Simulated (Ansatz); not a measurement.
**A correction line for B3LYP-D4/def2-TZVPP: atomisation energy**

The atomisation energy (no zero-point term) in kJ/mol of 6 B-containing molecules: x at B3LYP-D4/def2-TZVPP, y at CCSD(T)/CBS estimate. Shapes, held fixed at every level: PBE0-D4/def2-TZVP. Flexible molecules stand in one conformer, not always the lowest. Programs: Ansatz 0.2.0.

| molecule | x (kJ/mol) | y (kJ/mol) |
| --- | --- | --- |
| C3H9BO (SMILES [BH3-][O+]=C(C)C) | 5381 | 5350 |
| C2H8B2F2 (SMILES C[BH-]1[F+][BH-](C)[F+]1) | 5453 | 5437 |
| B(CH3)3(SH2) | 5815 | ? |
| C3H5BO4 (SMILES O[B-]1(O)OC=CC=[O+]1) | 5991 | 5984 |
| B(CH3)3(OH2) | 6025 | 6019 |
| P(BH3)(CH3)3 | 6145 | 6104 |

Problem. Fit y = c + s·x to the known rows and predict y for B(CH3)3(SH2).

Solution. 
1. Means of the 5 rows: x = 5799.00, y = 5778.8.
2. Σ(Δx)² = 502096, Σ(Δx·Δy) = 503704, so the slope is 503704/502096 = 1.0032.
3. Intercept: 5778.8 − (1.0032) × 5799.00 = -38.8. The largest residual of the fit is 22.
4. B(CH3)3(SH2): -38.8 + 1.0032 × 5815 = 5795 kJ/mol.

CCSD(T)/CBS estimate gives 5796 kJ/mol, so the prediction is off by -1 kJ/mol, within the largest residual. Uncorrected, B3LYP-D4/def2-TZVPP misses B(CH3)3(SH2) by +19 kJ/mol, and the other rows by 20 on average. The line removes about 95 % of this miss, partly by chance. Left out in turn, the other rows are missed by 21 kJ/mol on average, no better than no correction. The CBS estimate extrapolates MP2 from def2-TZVPP and def2-QZVPP and adds CCSD(T) − MP2 in the triple-zeta set, cores frozen.
